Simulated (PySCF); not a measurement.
# Two-component Hartree-Fock for Nb (niobium, neutral)

Start: [Kr] 4d4 5s1; 4d3/2 filled at m_j = -3/2, -1/2, +1/2, +3/2; 5s1/2 filled at m_j = +1/2. Calculated with PySCF 2.14 in x2c-TZVPPall-2c: generalised Hartree-Fock with the X2C-1e Hamiltonian and a Gaussian nucleus; one run each with spin-orbit coupling (SO) switched off, then screened by Boettger's factors.

| spinor shell | electrons | ε, spin-free (eV) | ε, screened SO (eV) | weight of nominal j (screened SO) | rms radius, screened SO (bohr) |
| --- | --- | --- | --- | --- | --- |
| 1s1/2 | 2 | -19087.0 | -19086.0 | 1.000 | 0.0415 |
| 2s1/2 | 2 | -2743.1 | -2742.8 | 1.000 | 0.171 |
| 2p1/2 | 2 | -2443.0 | -2509.0 | 1.000 | 0.149 |
| 2p3/2 | 4 | -2443.0 | -2411.8 | 1.000 | 0.154 |
| 3s1/2 | 2 | -489.13 | -489.04 | 1.000 | 0.471 |
| 3p1/2 | 2 | -388.23 | -399.39 | 1.000 | 0.471 |
| 3p3/2 | 4 | -388.23 | -382.92 | 1.000 | 0.482 |
| 3d3/2 | 4 | -223.27 | -225.18 | 0.979 | 0.471 |
| 4s1/2 | 2 | -72.167 | -72.134 | 1.000 | 1.24 |
| 4p1/2 | 2 | -42.962 | -47.074 | 0.669 | 1.42 |
| 4p3/2 | 4 | -42.962 | -40.915 | 0.834 | 1.40 |
| 4d3/2 | 4 | -7.882 | -7.887 | 0.522 | 2.35 |
| 5s1/2 | 1 | -6.244 | -6.238 | 0.998 | 4.10 |

Task: Where does 3d5/2 lie, and what is the 3d spin-orbit splitting (screened SO)?

Result: At -221.90 eV, 3.276 eV above 3d3/2.

```
   quantity    spin-free  screened SO
E (hartree)  -3817.02824  -3817.43710
        M_J          1/2          1/2
       ⟨J²⟩        4.761        4.626
       ⟨L²⟩        6.007        6.007
       ⟨S²⟩        8.754        8.750
```

The determinant has a definite M_J but mixes levels of different J.

Each row is a mean over spinors that exchange with the open shell spreads, by up to 4.394 eV (4p3/2).

Rows whose weight is well below 1 are mixtures of j = l ± 1/2: exchange outweighs spin-orbit coupling there, and the label is only the starting occupation.

Breit and QED terms are absent; they matter most for the inner s and p1/2 levels.

Densities and radii are taken from the X2C orbitals without a picture-change correction, which distorts them close to the nucleus.

Without spin-orbit coupling the j labels of p, d and f shells carry no meaning; the spin-free column gives the mean over the occupied spinors of each nl shell, and its ⟨J²⟩ belongs to a mixture of degenerate components.
